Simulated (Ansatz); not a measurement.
Geometry optimisation, RHF/6-31G (Ansatz).

Input:

```yaml
crystal:
  periodic: [false, false, false]
  atoms:
    - { symbol: B, position_ang: [-0.1068, 1.5933, 0.1907] }
    - { symbol: B, position_ang: [0.6072, 0.1898, -0.1135] }
    - { symbol: O, position_ang: [1.8691, 0.1924, -0.8105] }
    - { symbol: C, position_ang: [0.0753, -1.1657, 0.4238] }
    - { symbol: S, position_ang: [-1.5049, -1.6155, -0.5103] }
    - { symbol: H, position_ang: [0.3263, 2.6634, -0.2016] }
    - { symbol: H, position_ang: [-1.1488, 1.6634, 0.7772] }
    - { symbol: H, position_ang: [1.717, 0.1013, -1.7625] }
    - { symbol: H, position_ang: [-0.2237, -1.0722, 1.5523] }
    - { symbol: H, position_ang: [0.7481, -1.9852, 0.3084] }
    - { symbol: H, position_ang: [-2.2936, -0.622, 0.1665] }
basis:
  gaussian: { orbitals: "6-31G" }
hamiltonian:
  xc: hf
relax:
  f_tol: 0.015
  max_steps: 40
```

Run as:

```bash
$ ansatz run input.yaml --threads 1 --pin off --max-ram 2048MiB --backend cpu --events-out ev --progress --plain --runs-dir out
```

**Question.** Where does it end, and by what steps?

**Answer.** It converged. Limits of this set-up: no polarisation functions. After 22 steps the energy has fallen by 1.301 eV; H7 moved furthest, 1.17 Å.

```json
{"step": "0", "energy less start (eV)": "0.0000", "largest force component (eV/Å)": "3.488", "accepted": "yes"}
{"step": "1", "energy less start (eV)": "-0.4721", "largest force component (eV/Å)": "1.708", "accepted": "yes"}
{"step": "2", "energy less start (eV)": "-0.6671", "largest force component (eV/Å)": "1.496", "accepted": "yes"}
{"step": "3", "energy less start (eV)": "-0.8675", "largest force component (eV/Å)": "1.677", "accepted": "yes"}
{"step": "4", "energy less start (eV)": "-1.0717", "largest force component (eV/Å)": "0.889", "accepted": "yes"}
{"step": "5", "energy less start (eV)": "-1.1893", "largest force component (eV/Å)": "0.284", "accepted": "yes"}
{"step": "6", "energy less start (eV)": "-1.1913", "largest force component (eV/Å)": "0.275", "accepted": "yes"}
{"step": "7", "energy less start (eV)": "-1.2017", "largest force component (eV/Å)": "0.202", "accepted": "yes"}
{"step": "8", "energy less start (eV)": "-1.2048", "largest force component (eV/Å)": "0.264", "accepted": "yes"}
{"step": "9", "energy less start (eV)": "-1.2072", "largest force component (eV/Å)": "0.368", "accepted": "yes"}
{"step": "10", "energy less start (eV)": "-1.2346", "largest force component (eV/Å)": "0.174", "accepted": "yes"}
{"step": "11", "energy less start (eV)": "-1.2631", "largest force component (eV/Å)": "0.163", "accepted": "yes"}
{"step": "12", "energy less start (eV)": "-1.2860", "largest force component (eV/Å)": "0.117", "accepted": "yes"}
{"step": "13", "energy less start (eV)": "-1.2953", "largest force component (eV/Å)": "0.126", "accepted": "yes"}
{"step": "14", "energy less start (eV)": "-1.2909", "largest force component (eV/Å)": "0.248", "accepted": "no"}
{"step": "15", "energy less start (eV)": "-1.2981", "largest force component (eV/Å)": "0.052", "accepted": "yes"}
{"step": "16", "energy less start (eV)": "-1.2997", "largest force component (eV/Å)": "0.091", "accepted": "yes"}
{"step": "17", "energy less start (eV)": "-1.3001", "largest force component (eV/Å)": "0.064", "accepted": "yes"}
{"step": "18", "energy less start (eV)": "-1.3002", "largest force component (eV/Å)": "0.058", "accepted": "yes"}
{"step": "19", "energy less start (eV)": "-1.3010", "largest force component (eV/Å)": "0.059", "accepted": "yes"}
{"step": "20", "energy less start (eV)": "-1.3012", "largest force component (eV/Å)": "0.021", "accepted": "yes"}
{"step": "21", "energy less start (eV)": "-1.3013", "largest force component (eV/Å)": "0.019", "accepted": "yes"}
{"step": "22", "energy less start (eV)": "-1.3014", "largest force component (eV/Å)": "0.010", "accepted": "yes"}
```

```xyz
11
Properties=species:S:1:pos:R:3
B -0.058 1.688 0.131
B 0.545 0.142 -0.251
O 1.468 -0.104 -1.250
C 0.091 -1.152 0.543
S -1.524 -1.807 -0.236
H 0.526 2.407 0.881
H -1.087 2.104 -0.301
H 1.788 0.573 -1.831
H -0.089 -1.021 1.601
H 0.796 -1.959 0.406
H -2.391 -0.928 0.327
```

The run took 28 s on 1 thread of Intel(R) Xeon(R) 6975P-C (Granite Rapids), with other jobs on the host, peak memory 0.16 GiB.
